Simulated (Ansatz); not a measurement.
Ansatz (a first-principles code) input (CCSD(T)/def2-SVPD):

Ansatz 0.2 input:
```yaml
crystal:
  periodic: [false, false, false]
  atoms:
    - {symbol: C, position_ang: [2.70238086, -0.70723685, 0.97202246]}
    - {symbol: O, position_ang: [1.58317738, 0.04632677, 1.42485517]}
    - {symbol: Si, position_ang: [0.04768891, -0.13054309, 0.94940747]}
    - {symbol: I, position_ang: [-0.07556476, 0.20685014, -1.50436968]}
    - {symbol: O, position_ang: [-0.47351188, -1.62092955, 1.29891606]}
    - {symbol: C, position_ang: [-1.75380372, -2.16351264, 0.99562015]}
    - {symbol: O, position_ang: [-0.88866565, 0.96964019, 1.67597145]}
    - {symbol: C, position_ang: [-0.77080335, 2.38411346, 1.57154036]}
    - {symbol: H, position_ang: [3.58463840, -0.32571287, 1.48323191]}
    - {symbol: H, position_ang: [2.57694270, -1.76537808, 1.20934296]}
    - {symbol: H, position_ang: [2.83399787, -0.59277255, -0.10635835]}
    - {symbol: H, position_ang: [-1.92880554, -2.16034982, -0.08266304]}
    - {symbol: H, position_ang: [-1.77066699, -3.18985160, 1.35841209]}
    - {symbol: H, position_ang: [-2.54206323, -1.59276675, 1.49020552]}
    - {symbol: H, position_ang: [0.19844104, 2.71945581, 1.94547812]}
    - {symbol: H, position_ang: [-0.88785769, 2.70567070, 0.53412554]}
    - {symbol: H, position_ang: [-1.56198075, 2.82576797, 2.17507466]}
basis:
  gaussian:
    orbitals: def2-SVPD
magnetization: {spin_polarized: true, initial_magnetization: 2}
correlation: {method: ccsd_t, electrons: outside_noble_gas}
```

End of the output:

```
mean field evaluation 224: about -25267.3896 eV, gradient 8.4e0 eV
mean field evaluation 256: about -25269.2858 eV, gradient 2.5e-3 eV
mean field evaluation 288: about -25268.4444 eV, gradient 7.8e-1 eV
mean field evaluation 320: about -25268.2804 eV, gradient 3.7e-3 eV
mean field evaluation 352: about -25267.8691 eV, gradient 3.2e-3 eV
mean field evaluation 384: about -25267.8705 eV, gradient 4.7e-3 eV
mean field evaluation 416: about -25267.8704 eV, gradient 2.8e-3 eV
mean field evaluation 448: about -25267.6607 eV, gradient 2.1e-1 eV
mean field evaluation 480: about -25267.6605 eV, gradient 1.9e-3 eV
mean field evaluation 512: about -25267.8854 eV, gradient 2.1e0 eV
mean field evaluation 544: about -25266.8488 eV, gradient 4.4e0 eV
mean field evaluation 576: about -25265.9073 eV, gradient 2.2e-4 eV
mean field evaluation 608: about -25265.7499 eV, gradient 8.0e-1 eV
mean field evaluation 640: about -25259.4349 eV, gradient 3.1e1 eV
mean field evaluation 672: about -25269.2858 eV, gradient 3.6e-3 eV
mean field evaluation 704: about -25264.5981 eV, gradient 9.5e0 eV
mean field evaluation 736: about -25268.3860 eV, gradient 4.4e0 eV
mean field evaluation 768: about -25266.2287 eV, gradient 5.0e0 eV
mean field evaluation 800: about -25267.4952 eV, gradient 1.5e0 eV
mean field evaluation 832: about -25267.3170 eV, gradient 1.6e0 eV
mean field evaluation 864: about -25261.9875 eV, gradient 1.8e1 eV
mean field evaluation 896: about -25265.9073 eV, gradient 7.6e-4 eV
mean field -25269.28583098 eV, -928.6291261515 hartree, gradient 2.1e-10 eV, S^2 2.017743; 23 other end points of the search recorded, 0 dependent functions left out
determinant -25269.28583098 eV, -928.6291261515 hartree, with singles and doubles -25304.27705072 eV, -929.9150297591 hartree
determinant -25269.28579507 eV, -928.6291248318 hartree, with singles and doubles -25304.27713066 eV, -929.9150326968 hartree
determinant -25269.28575171 eV, -928.6291232383 hartree, with singles and doubles -25304.27712641 eV, -929.9150325403 hartree
determinant -25268.28037558 eV, -928.5921763471 hartree, with singles and doubles -25303.36245112 eV, -929.8814188434 hartree
determinant -25268.25231318 eV, -928.5911450728 hartree, with singles and doubles -25303.25506166 eV, -929.8774723539 hartree
determinant -25268.25135925 eV, -928.5911100165 hartree, with singles and doubles -25303.25575093 eV, -929.8774976838 hartree
determinant -25267.87048679 eV, -928.5771132117 hartree, with singles and doubles -25302.65763202 eV, -929.8555172193 hartree
determinant -25267.66080881 eV, -928.5694076882 hartree, with singles and doubles -25302.45685968 eV, -929.8481389719 hartree
determinant -25267.66053194 eV, -928.5693975134 hartree, with singles and doubles -25302.45695374 eV, -929.8481424285 hartree
determinant -25265.90731983 eV, -928.5049681568 hartree, with singles and doubles -25301.14292480 eV, -929.7998527559 hartree
determinant -25265.90730492 eV, -928.5049676087 hartree, with singles and doubles -25301.14213222 eV, -929.7998236290 hartree
determinant -25269.28583098 eV, -928.6291261515 hartree, with singles and doubles -25304.26436149 eV, -929.9145634383 hartree
determinant -25269.28579507 eV, -928.6291248318 hartree, with singles and doubles -25304.26436067 eV, -929.9145634084 hartree
determinant -25269.28575171 eV, -928.6291232383 hartree, with singles and doubles -25304.26436011 eV, -929.9145633877 hartree
mean field evaluation 928: about -25269.2858 eV, gradient 3.2e-4 eV
20 core orbitals not correlated
reference -25269.28583098 eV, -928.6291261515 hartree; 26, 24 occupied and 214, 216 virtual orbitals, 2652 factors
second order -32.99105332 eV of doubles, -0.00000000 eV of singles
coupled cluster: 26.57 GiB planned
cycle   1  -34.97853033 eV  change    1.7e-7 eV  update   7.7e-6
perturbative correction -1.10517873 eV, -0.0406145692 hartree
Total energy: -25305.36954004 eV, -929.9551780011 hartree
```

This state (charge 0, triplet) is run at the relaxed geometry of the species with charge 0 and multiplicity 1, and is a spin state other than that species' own.
